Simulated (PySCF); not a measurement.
Ta(S)(F)2(OH) (F2HOSTa), SMILES [OH][Ta]([F])([F])=[S], multiplicity 1.

The structure is a stationary point at PBE0-D3(BJ)/def2-SVP. The spin state was assumed, not searched. The def2 effective core potentials stand for the cores of Ta; spin–orbit coupling is left out. Other conformers were not sampled.

The numbers are results of CAM-B3LYP/def2-TZVP in PySCF, not measurements.

Symmetry labels are those of the subgroup Cs that the program uses (full group Cs).

Computed valence orbital energies around the gap with their symmetry:
```
orbital  symmetry  energy (eV)
-------  --------  -----------
HOMO−7         A"       -14.76
HOMO−6         A'       -14.47
HOMO−5         A"       -14.04
HOMO−4         A'       -12.85
HOMO−3         A"       -12.55
HOMO−2         A'       -10.38
HOMO−1         A'        -9.31
HOMO           A"        -9.25
LUMO           A'        -0.73
LUMO+1         A"        -0.49
LUMO+2         A'         0.06
LUMO+3         A'         0.19
```
